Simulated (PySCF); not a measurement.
Compound: C3H8F3NSi2.
SMILES with atom numbers: `[F:1][C:2]([F:3])([F:4])[C@@H:5]1[CH2:6][SiH2:7][NH:8][SiH2:9]1` (hydrogens: H10 on C5; H11, H12 on C6; H13, H14 on Si7; H15 on N8; H16, H17 on Si9)

The same species was optimised twice, with GFN2-xTB and with PBE0-D3(BJ)/def2-SVP (PySCF), and the same property calculations (PySCF, gas phase) were run on both structures.

```csv
coordinate,GFN2-xTB,PBE0-D3(BJ)/def2-SVP,change
N8–Si9 (Å),1.728,1.741,+0.013
C6–Si7 (Å),1.903,1.891,-0.012
C2–C5 (Å),1.494,1.505,+0.011
F1–C2 (Å),1.349,1.339,-0.010
C2–F4 (Å),1.350,1.342,-0.008
C5–C6 (Å),1.530,1.537,+0.007
C2–F3 (Å),1.346,1.339,-0.007
Si7–N8 (Å),1.741,1.745,+0.004
C5–Si9 (Å),1.913,1.916,+0.003
Si7–N8–Si9 (°),119.3,115.7,-3.6
C2–C5–Si9 (°),110.8,114.2,+3.4
C5–Si9–N8 (°),94.9,97.9,+3.0
C6–Si7–N8 (°),96.2,98.4,+2.2
C6–C5–Si9 (°),109.9,108.3,-1.6
C2–C5–C6 (°),111.4,113.0,+1.6
F1–C2–C5 (°),113.9,112.4,-1.5
F1–C2–F4 (°),105.5,107.1,+1.6
F1–C2–C5–C6 (°),-60,-62,-2
```

Rotational constants: A = 2115, B = 803.0, C = 663.8 MHz (GFN2-xTB) against A = 2111, B = 789.2, C = 654.6 MHz (PBE0-D3(BJ)/def2-SVP). Point groups within 0.08 Å: C1 and C1.

On the GFN2-xTB structure: HOMO (eV) -7.53 [PBE0/pcSseg-1]; LUMO (eV) 0.14 [PBE0/pcSseg-1]; dipole (D) 2.95 [PBE0/pcSseg-1]; GIAO shielding of F1/F3/F4 (mean) (ppm) 250.3 [PBE0/pcSseg-1]; GIAO shielding of C2 (ppm) 48.0 [PBE0/pcSseg-1]; GIAO shielding of C5 (ppm) 155.0 [PBE0/pcSseg-1]; GIAO shielding of C6 (ppm) 178.1 [PBE0/pcSseg-1]; GIAO shielding of Si7 (ppm) 366.4 [PBE0/pcSseg-1]; GIAO shielding of N8 (ppm) 258.2 [PBE0/pcSseg-1]; GIAO shielding of Si9 (ppm) 371.1 [PBE0/pcSseg-1].

**Question.** What do these properties become on the PBE0-D3(BJ)/def2-SVP structure?

**Answer.** 
```csv
property,level,on GFN2-xTB,on PBE0-D3(BJ)/def2-SVP,change
HOMO (eV),PBE0/pcSseg-1,-7.53,-7.61,-0.08
LUMO (eV),PBE0/pcSseg-1,0.14,0.18,+0.04
dipole (D),PBE0/pcSseg-1,2.95,2.63,-0.32
"energy, GFN2-xTB geometry as zero (kcal/mol)",PBE0/pcSseg-1,0.0,-2.6,-2.6
GIAO shielding of F1/F3/F4 (mean) (ppm),PBE0/pcSseg-1,250.3,256.7,+6.4
GIAO shielding of C2 (ppm),PBE0/pcSseg-1,48.0,50.8,+2.8
GIAO shielding of C5 (ppm),PBE0/pcSseg-1,155.0,154.7,-0.3
GIAO shielding of C6 (ppm),PBE0/pcSseg-1,178.1,177.4,-0.7
GIAO shielding of Si7 (ppm),PBE0/pcSseg-1,366.4,367.5,+1.1
GIAO shielding of N8 (ppm),PBE0/pcSseg-1,258.2,256.8,-1.4
GIAO shielding of Si9 (ppm),PBE0/pcSseg-1,371.1,371.9,+0.8
```

The heavy atoms differ by 0.049 Å rms after alignment. Among bonds between heavy atoms C6–Si7 and N8–Si9 change most and about equally (-0.012 to +0.013 Å). Changes are differences of the printed values. Neither structure is proved a minimum here.
